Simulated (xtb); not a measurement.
Cl$_{2}$Lu, sextet, at a GFN2-xTB geometry of the parent state (such geometries of metal compounds can be far from the true shape) (the multiplicity is a formal guess); GFN2-xTB run with xtb 6.7.1.

Input for xtb:
```
$ xtb mol.xyz --gfn 2 --chrg 0 --uhf 5 --json

# file mol.xyz
3

Lu     0.32942058    -0.02906296     0.40439223
Cl     0.64957434     0.39541055    -1.90993205
Cl    -2.02538970    -0.27402997     0.22099979
```

The log (banner, timings and long lists left out):

```
   ID    Z sym.   atoms
    1   71 Lu     1
    2   17 Cl     2, 3

           -------------------------------------------------
          |                Calculation Setup                |
           -------------------------------------------------

           -------------------------------------------------
          |                 G F N 2 - x T B                 |
           -------------------------------------------------

          ...................................................
          :                      SETUP                      :
          :.................................................:
          :  # basis functions                  30          :
          :  # atomic orbitals                  27          :
          :  # shells                            9          :
          :  # electrons                        17          :
          :  max. iterations                   250          :
          :  Hamiltonian                  GFN2-xTB          :
          :  restarted?                      false          :
          :  GBSA solvation                  false          :
          :  PC potential                    false          :
          :  electronic temp.          300.0000000     K    :
          :  accuracy                    1.0000000          :
          :  -> integral cutoff          0.2500000E+02      :
          :  -> integral neglect         0.1000000E-07      :
          :  -> SCF convergence          0.1000000E-05 Eh   :
          :  -> wf. convergence          0.1000000E-03 e    :
          :  Broyden damping             0.4000000          :
          :  net charge                          0          :
          :  unpaired electrons                  5          :
          ...................................................

 iter      E             dE          RMSdq      gap      omega  full diag
   1      2.3294644  0.232946E+01  0.528E+01    0.59       0.0  T
   2     -7.0706885 -0.940015E+01  0.321E+01    0.00       1.0  T
   3     -9.4407193 -0.237003E+01  0.219E+01    0.00       1.0  T
   4     -9.7918686 -0.351149E+00  0.127E+01    0.03       1.0  T
   5     -9.8164524 -0.245838E-01  0.116E+01    0.02       1.0  T
   6     -9.7962591  0.201933E-01  0.100E+01    0.02       1.0  T
   7     -9.7109500  0.853091E-01  0.111E+01    0.02       1.0  T
   8     -9.8688365 -0.157887E+00  0.797E+00    0.03       1.0  T
   9     -9.8678016  0.103493E-02  0.379E+00    0.05       1.0  T
  10     -9.8734005 -0.559890E-02  0.340E+00    0.03       1.0  T
  11     -9.8730305  0.370015E-03  0.172E+00    0.04       1.0  T
  12     -9.8741470 -0.111656E-02  0.587E-01    0.03       1.0  T
  13     -9.8741360  0.110439E-04  0.506E-01    0.03       1.0  T
  14     -9.8741333  0.264935E-05  0.172E-01    0.03       1.0  T
  15     -9.8741550 -0.216231E-04  0.703E-02    0.03       1.0  T
  16     -9.8741542  0.812343E-06  0.791E-02    0.03       1.0  T
  17     -9.8741555 -0.135677E-05  0.409E-02    0.03       1.4  T
  18     -9.8741582 -0.274083E-05  0.202E-02    0.03       2.9  T
  19     -9.8741590 -0.795133E-06  0.139E-02    0.03       4.2  T
  20     -9.8741592 -0.198892E-06  0.952E-03    0.03       6.1  T
  21     -9.8741593 -0.546124E-07  0.135E-03    0.03      42.7  T
  22     -9.8741593  0.351821E-08  0.180E-03    0.03      32.1  T
  23     -9.8741593 -0.392222E-08  0.747E-04    0.03      77.3  T
  24     -9.8741593 -0.861530E-09  0.544E-04    0.03     106.1  T

   *** convergence criteria satisfied after 24 iterations ***

         :::::::::::::::::::::::::::::::::::::::::::::::::::::
         ::                     SUMMARY                     ::
         :::::::::::::::::::::::::::::::::::::::::::::::::::::
         :: total energy              -9.867406581634 Eh    ::
         :: gradient norm              0.006243346490 Eh/a0 ::
         :: HOMO-LUMO gap              0.029097604492 eV    ::
         ::.................................................::
[...]
           -------------------------------------------------

    * Orbital Energies and Occupations

         #    Occupation            Energy/Eh            Energy/eV
      -------------------------------------------------------------
         1        2.0000           -1.1440922             -31.1323
         2        2.0000           -1.1413882             -31.0588
         3        2.0000           -0.5315692             -14.4647
         4        1.9999           -0.5236095             -14.2481
         5        1.9752           -0.5179738             -14.0948
         6        1.7566           -0.5155618             -14.0292
         7        1.2576           -0.5134782             -13.9725
         8        1.0106           -0.5101776             -13.8826
         9        0.9832           -0.3213828              -8.7453
        10        0.8528           -0.3191877              -8.6855
        11        0.7147           -0.3183909              -8.6639 (HOMO)
        12        0.4484           -0.3173215              -8.6348 (LUMO)
        13        0.0009           -0.3109058              -8.4602
        14                         -0.2123866              -5.7793
        15                         -0.0619173              -1.6849
        16                         -0.0618860              -1.6840
        17                         -0.0618825              -1.6839
        18                         -0.0616979              -1.6789
        19                         -0.0597333              -1.6254
        20                         -0.0593976              -1.6163
        21                         -0.0583505              -1.5878
        22                         -0.0580986              -1.5809
       ...                                ...                  ...
        27                          0.5687055              15.4753
      -------------------------------------------------------------
                  HL-Gap            0.0010693 Eh            0.0291 eV
             Fermi-level           -0.4160013 Eh          -11.3200 eV

     #   Z          covCN         q      C6AA      α(0)
     1  71 Lu       1.454    -0.619   268.713    35.001
     2  17 Cl       0.727     0.310    90.146    14.523
     3  17 Cl       0.727     0.310    90.146    14.523

 Mol. C6AA /au·bohr⁶  :       1226.144332
 Mol. C8AA /au·bohr⁸  :     116854.656186
 Mol. α(0) /au        :         64.046264

Wiberg/Mayer (AO) data.
largest (>0.10) Wiberg bond orders for each atom

 ---------------------------------------------------------------------------
     #   Z sym  total        # sym  WBO       # sym  WBO       # sym  WBO
 ---------------------------------------------------------------------------
     1  71 Lu   1.131 --     2 Cl   0.565     3 Cl   0.565
     2  17 Cl   1.264 --     3 Cl   0.699     1 Lu   0.565
     3  17 Cl   1.264 --     2 Cl   0.699     1 Lu   0.565
 ---------------------------------------------------------------------------

Topologies differ in total number of bonds
Writing topology from bond orders to xtbtopo.mol

molecular dipole:
                 x           y           z       tot (Debye)
 q only:       -1.190       0.105      -1.461
   full:       -0.372       0.033      -0.457       1.501
molecular quadrupole (traceless):
                xx          xy          yy          xz          yz          zz
 q only:        2.772       1.378      -3.989      -3.241      -1.314       1.217
  q+dip:        2.186       0.998      -3.459      -1.813      -1.053       1.274
   full:        1.217       0.660      -1.558      -1.884      -0.567       0.340

           -------------------------------------------------
          | TOTAL ENERGY               -9.867406581634 Eh   |
          | GRADIENT NORM               0.006243346490 Eh/α |
          | HOMO-LUMO GAP               0.029097604492 eV   |
           -------------------------------------------------

normal termination of xtb
```
